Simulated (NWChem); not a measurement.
CH$_{3}$F$_{2}$GaS; SMILES [Ga]([F])([F])[S]C

```xyz
8

Ga     0.0339     0.5759    -0.0720
F      0.9411     2.0583    -0.0404
F     -1.6568     0.7370    -0.4882
S      0.8261    -1.3898     0.3541
C     -0.7006    -2.3805     0.1172
H     -0.9227    -2.9030     1.0567
H     -0.5160    -3.1150    -0.6775
H     -1.5535    -1.7485    -0.1601
```
Atoms are numbered in this order, from 1.

Level: PBE0/def2-SVP (NWChem), optimised geometry, unscaled harmonic frequencies. 

```csv
frequency (cm⁻¹),IR intensity (km/mol)
60,0.9
104,0.3
109,5.8
176,31.3
193,32.0
222,5.6
434,20.9
698,72.3
713,14.3
744,74.5
973,6.5
990,7.2
1340,6.5
1455,7.9
1457,8.9
3081,11.2
3200,0.2
3208,1.8
```

```
Item                                                                                Value
-----------------------------------------------------------------------  ----------------
zero-point energy                                                           27.4 kcal/mol
thermal correction to the enthalpy at 298.15 K (with zero-point energy)     32.7 kcal/mol
heat capacity Cv                                                         22.2 cal/(mol K)
entropy at 298.15 K and 1 atm (symmetry number 1)                        88.2 cal/(mol K)
dipole moment                                                                      2.82 D
```

Rigid rotor and harmonic oscillator; modes under 100 cm⁻¹ make the entropy uncertain.
